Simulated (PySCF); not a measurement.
Gas-phase reaction: SnHCl3 + 2 SnH4 = 3 SnH2 + 3 HCl

Method: PySCF energies (xtb for GFN2) plus ideal-gas RRHO corrections (1 bar). † marks an energy on the PBE0/def2-TZVP geometry and frequencies; other levels use their own. MP2 and CCSD(T) freeze the core. All species are closed-shell singlets. Sn: scalar-relativistic def2 core potential, no spin-orbit coupling. SnHCl3, SnH2: computed as isolated molecules; such fragments, hydroxides, amides, oligomers or adducts are transient or little studied in the gas. MP2 isn't extrapolated to the basis-set limit. CCSD(T) isn't extrapolated to the basis-set limit.

| level | ΔH°(298 K), kJ |
|---|---|
| BLYP/def2-TZVP† | 370 |
| CCSD(T)/def2-SVP† | … |
| GFN2-xTB | 150 |
| HF/def2-TZVP† | 453 |
| M06-2X/def2-TZVP† | 503 |
| MP2/def2-TZVPP† | 489 |
| PBE/def2-SVP | 459 |
| PBE/def2-TZVP† | … |
| PBE0/def2-QZVP† | 475 |
| LDA/def2-TZVP† | … |
| ωB97M-V/def2-TZVP† | … |

Some entries are withheld; supply them.


- CCSD(T)/def2-SVP†, ΔH°(298 K), kJ: 450
- PBE/def2-TZVP†, ΔH°(298 K), kJ: 447
- LDA/def2-TZVP†, ΔH°(298 K), kJ: 550
- ωB97M-V/def2-TZVP†, ΔH°(298 K), kJ: 486
